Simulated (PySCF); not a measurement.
H8NSi2 (SMILES [SiH3][NH2+][SiH3]), charge +1, singlet, at a GFN2-xTB geometry; B3LYP/cc-pVDZ run with PySCF.

The PySCF input:
```python
from pyscf import gto, scf, dft

mol = gto.Mole()
mol.atom = '''
    Si    1.546864    0.580875   -0.004907
    N     0.165864   -0.703530   -0.132892
    Si   -1.639875   -0.186358    0.079429
    H     2.732681   -0.236007   -0.226828
    H     1.190773    1.493107   -1.080710
    H     1.356306    1.072833    1.350816
    H     0.360715   -1.438155    0.546674
    H     0.252817   -1.164212   -1.038245
    H    -1.791948    0.774993   -1.001774
    H    -1.626414    0.354719    1.429753
    H    -2.333820   -1.455807   -0.092745
'''
mol.basis = 'cc-pvdz'
mol.charge = 1
mol.spin = 0
mol.verbose = 4
mol.build()

mf = dft.RKS(mol)
mf.xc = 'b3lyp'
mf.kernel()
```

It wrote (shortened):

```
PySCF version 2.14.0

[INPUT] verbose = 4
[INPUT] num. atoms = 11
[INPUT] num. electrons = 42
[INPUT] charge = 1
[INPUT] spin (= nelec alpha-beta = 2S) = 0
[INPUT] symmetry False subgroup None
[INPUT] Mole.unit = angstrom
[INPUT] Symbol           X                Y                Z      unit          X                Y                Z       unit  Magmom
[INPUT]  1 Si     1.546864000000   0.580875000000  -0.004907000000 AA    2.923149311949   1.097694662607  -0.009272886093 Bohr   0.0
[INPUT]  2 N      0.165864000000  -0.703530000000  -0.132892000000 AA    0.313437533925  -1.329479020415  -0.251129484146 Bohr   0.0
[INPUT]  3 Si    -1.639875000000  -0.186358000000   0.079429000000 AA   -3.098914628521  -0.352165581122   0.150099056348 Bohr   0.0
[INPUT]  4 H      2.732681000000  -0.236007000000  -0.226828000000 AA    5.164018675803  -0.445988593480  -0.428642797383 Bohr   0.0
[INPUT]  5 H      1.190773000000   1.493107000000  -1.080710000000 AA    2.250234846527   2.821563304671  -2.042245920079 Bohr   0.0
[INPUT]  6 H      1.356306000000   1.072833000000   1.350816000000 AA    2.563046881104   2.027360547396   2.552672284680 Bohr   0.0
[INPUT]  7 H      0.360715000000  -1.438155000000   0.546674000000 AA    0.681652559022  -2.717719074674   1.033064139420 Bohr   0.0
[INPUT]  8 H      0.252817000000  -1.164212000000  -1.038245000000 AA    0.477754889634  -2.200041830932  -1.961998700199 Bohr   0.0
[INPUT]  9 H     -1.791948000000   0.774993000000  -1.001774000000 AA   -3.386290949462   1.464524518455  -1.893078498710 Bohr   0.0
[INPUT] 10 H     -1.626414000000   0.354719000000   1.429753000000 AA   -3.073477025158   0.670321761180   2.701841595775 Bohr   0.0
[INPUT] 11 H     -2.333820000000  -1.455807000000  -0.092745000000 AA   -4.410280624032  -2.751076520225  -0.175262649423 Bohr   0.0

nuclear repulsion = 161.934982438897
number of shells = 39
number of NR pGTOs = 164
number of NR cGTOs = 90
basis = cc-pvdz
ecp = {}

******** <class 'pyscf.dft.rks.RKS'> ********
method = RKS
initial guess = minao
damping factor = 0
level_shift factor = 0
DIIS = <class 'pyscf.scf.diis.CDIIS'>
diis_start_cycle = 1
diis_space = 8
diis_damp = 0
SCF conv_tol = 1e-09
SCF conv_tol_grad = None
SCF max_cycles = 50
direct_scf = True
direct_scf_tol = 1e-13
XC library pyscf.dft.libxc version 7.1.2
    S. Lehtola, C. Steigemann, M. J. T. Oliveira, and M. A. L. Marques,  SoftwareX 7, 1–5 (2018)
XC functionals = b3lyp
    P. J. Stephens, F. J. Devlin, C. F. Chabalowski, and M. J. Frisch,  J. Phys. Chem. 98, 11623 (1994)
radial grids:
    Treutler-Ahlrichs [JCP 102, 346 (1995); DOI:10.1063/1.469408] (M4) radial grids

becke partition: Becke, JCP 88, 2547 (1988); DOI:10.1063/1.454033
pruning grids: <function nwchem_prune>
grids dens level: 3
symmetrized grids: False
atomic radii adjust function: <function treutler_atomic_radii_adjust>
small_rho_cutoff = 0
Set gradient conv threshold to 3.16228e-05
Initial guess from minao.
tot grids = 130728
init E= -638.479232447405
  HOMO = -0.367863881414253  LUMO = -0.0626607751059849  gap/eV = 8.30500
cycle= 1 E= -638.334523101096  delta_E= 0.145  |g|= 0.248  |ddm|= 2.41
  HOMO = -0.548761666978567  LUMO = -0.223133961329132  gap/eV = 8.86078
cycle= 2 E= -638.344131152789  delta_E= -0.00961  |g|= 0.195  |ddm|= 0.412
  HOMO = -0.54117324306985  LUMO = -0.216259677928203  gap/eV = 8.84135
cycle= 3 E= -638.352101927318  delta_E= -0.00797  |g|= 0.0674  |ddm|= 0.163
  HOMO = -0.538645805732115  LUMO = -0.211421466516808  gap/eV = 8.90423
cycle= 4 E= -638.353169741101  delta_E= -0.00107  |g|= 0.00685  |ddm|= 0.054
  HOMO = -0.539670623353095  LUMO = -0.211990403087224  gap/eV = 8.91663
cycle= 5 E= -638.353184034531  delta_E= -1.43e-05  |g|= 0.00142  |ddm|= 0.0084
  HOMO = -0.53956333650158  LUMO = -0.211917208911967  gap/eV = 8.91571
cycle= 6 E= -638.353184629311  delta_E= -5.95e-07  |g|= 0.000234  |ddm|= 0.00146
  HOMO = -0.539540486043941  LUMO = -0.211931191333492  gap/eV = 8.91470
cycle= 7 E= -638.353184647183  delta_E= -1.79e-08  |g|= 3.69e-05  |ddm|= 0.000268
  HOMO = -0.539550115238569  LUMO = -0.211933208543598  gap/eV = 8.91491
cycle= 8 E= -638.353184647835  delta_E= -6.53e-10  |g|= 3.37e-06  |ddm|= 5.4e-05
  HOMO = -0.539550258979964  LUMO = -0.211933771607411  gap/eV = 8.91490
Extra cycle  E= -638.353184647836  delta_E= -4.55e-13  |g|= 2.59e-06  |ddm|= 6.9e-06
converged SCF energy = -638.353184647836
```
